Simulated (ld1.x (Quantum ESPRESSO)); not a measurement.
Results of a calculation; reference values are marked as such.
Hardness and transferability of assorted potentials

Generated with ld1.x 7.5 (TM, RRKJ, ultrasoft, PAW), atompaw 4.2 or ONCVPSP 4.0.1. The cutoff is in Ry: for ld1.x and atompaw files where the sum of valence levels is converged to 10 mRy in a Bessel basis, for ONCV files where the hardest occupied wave has 1 mHa per electron of residual kinetic energy. The error is the largest all-electron minus pseudo excitation energy over each file’s own four to seven test configurations (ionisations up to +4, promotions, holes and added fractions of an electron), all of which were solved. The labels leave out finer settings (local radius, basis sizes, second energies), which also bear on the numbers. Spin-polarised tests are not counted. The rows are a selection from randomly drawn settings: files with unsolved tests, undetermined cutoffs or missed reference levels are left out.

A true bound ghost makes a file unfit for plane-wave use even where its test errors are small: the radial tests pick states by their node count and pass the ghost by.

| element | potential | cutoff (Ry) | largest error (meV) | bound ghosts |
| --- | --- | --- | --- | --- |
| Be | ultrasoft, PBE, non-relativistic, rc 0.70/3.95 (sp), local smoothed, core correction no, reference 1s2 2s2 2p0 | 140 | +674 | none |
| Al | ultrasoft, PBE, non-relativistic, rc 2.00/2.60 (sp), local smoothed, core correction yes, reference 3s2 3p1 | 8 | -11 | none |
| Cl | PAW, PBEsol, non-relativistic, rc 1.30/1.35/1.20 (spd), local smoothed, core correction yes, reference 3s2 3p4 | 25 | -64 | none |
| Cr | PAW, PBEsol, scalar-relativistic, rc 2.50/3.25/1.45 (spd), local smoothed, core correction yes, reference 3d5 4s1 4p0 | 50 | -718 | s |
| In | TM semilocal, revPBE, scalar-relativistic, rc 2.05/2.75/2.85 (spd), local p, core correction yes, reference 5s1.75 5p1.25 | 15 | -189 | none |
| Pm | TM, BLYP, scalar-relativistic, rc 3.75/3.45/2.30 (spd), local smoothed, core correction yes, reference 5d1 6s1 6p1 | 12 | -83 | none |

Problem. Fill in the row for B: RRKJ, PBE, scalar-relativistic, rc 1.40/2.25/1.90 (spd), local s, core correction no, reference 2s1.5 2p0.

Solution. cutoff 21 Ry, largest error +239 meV, bound ghosts: none.

Problem. Fill in the row for Tl: TM, PBE, scalar-relativistic, rc 1.85/2.90 (sp), local p, core correction no, reference 6s2 6p0.75.

Solution. cutoff 21 Ry, largest error +106 meV, bound ghosts: none.
